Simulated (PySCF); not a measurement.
**Multinuclear NMR of C6H5F3NP**

Structure with atom numbers: `[CH3:1][c:2]1[n:3][cH:4][c:5]([C:6]([F:7])([F:8])[F:9])[cH:10][p:11]1`; H(Xn) means a hydrogen on atom n.

Level of theory: GFN2-xTB geometry, NMR shieldings at PBE0/pcSseg-1/GIAO, in PySCF 2.14.0 with density-fitted response routines (fast rotation and ring inversion assumed for equivalent nuclei, one computed conformer, non-relativistic Hamiltonian, no solvent model).

Question: Predict the ¹⁹F NMR data.

Answer: 
```csv
atoms,environment,σ (ppm),δ (ppm)
F7/F8/F9,fluorine of a CF3 group,248.9,-64.0
```

Shieldings were converted by a linear fit to measured shifts: ¹⁹F: δ = 146.13 − 0.903σ +14.6 on sp3 carbon (rms 6.0 ppm, 223 shifts, 7.0 ppm with the 5 outliers that the fit left out vs CFCl3, solution or neat liquid). A few per cent of atoms miss by over 2 rms, more outside the fitted compound classes.

On a 500 MHz spectrometer ¹⁹F resonates near 470.5 MHz, so 1 ppm is 470.5 Hz.

Question: Where does ³¹P resonate?

Answer: 
```csv
atoms,environment,σ (ppm),δ (ppm)
P11,"phosphorus bonded to 2 C, in a 6-membered ring",102.3,185.4
```

Shieldings were converted by a linear fit to measured shifts: ³¹P: δ = 270.09 − 0.828σ (rms 18.1 ppm, 64 shifts vs H3PO4, solution or neat liquid). Occasional misses reach two or three times the rms, and more in compound classes unlike the fitted ones.

On a 500 MHz spectrometer ³¹P resonates near 202.4 MHz, so 1 ppm is 202.4 Hz.

Question: Predict the ¹⁵N NMR data.

Answer: 
| atoms | environment | σ (ppm) | δ (ppm) |
| --- | --- | --- | --- |
| N3 | pyridine-type ring nitrogen | -98.7 | -57.1 |

Shieldings were converted by a linear fit to measured shifts: ¹⁵N (scatter 6.3 ppm rms vs CH3NO2, solution or neat liquid). A few per cent of atoms miss by over 2 rms, more outside the fitted compound classes.

On a 300 MHz spectrometer ¹⁵N resonates near 30.4 MHz, so 1 ppm is 30.4 Hz.
